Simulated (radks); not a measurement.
Charge is removed step by step from the 6s1/2 level of Hg, starting from [Hg]. All-electron calculation, Dirac Kohn-Sham, LDA (Slater exchange, Perdew-Wang correlation), spin-unpolarised, spherical densities, finite nucleus; Fermi nuclear charge, rms radius 5.4648 fm. Program: a radial shooting solver on a logarithmic mesh with Libxc functionals.

| removed (e) | E - E(0) (eV) | eigenvalue (eV) | E minus straight line (eV) |
|---|---|---|---|
| 0 | 0.000 | -7.133 | 0.000 |
| 0.25 | 2.020 | -9.042 | -0.741 |
| 0.5 | 4.526 | -11.010 | -0.997 |
| 0.75 | 7.530 | -13.031 | -0.754 |
| 1 | 11.045 | -15.100 | 0.000 |

Removing the whole electron costs 11.045 eV by Delta-SCF, against 7.133 eV from minus the eigenvalue at the starting occupation. Slater's transition state (half an electron removed) gives 11.010 eV. Integrating minus the eigenvalue over the occupation (Janak's theorem) gives 11.045 eV. The mean slope of the eigenvalue, de/dn, is 7.97 eV per electron. Ionisation energy of Hg in the NIST Atomic Spectra Database: 10.438 eV (measured).

Beside tabulated values, note that spin-unpolarised runs miss the spin-polarisation part of the exchange energy of open shells.
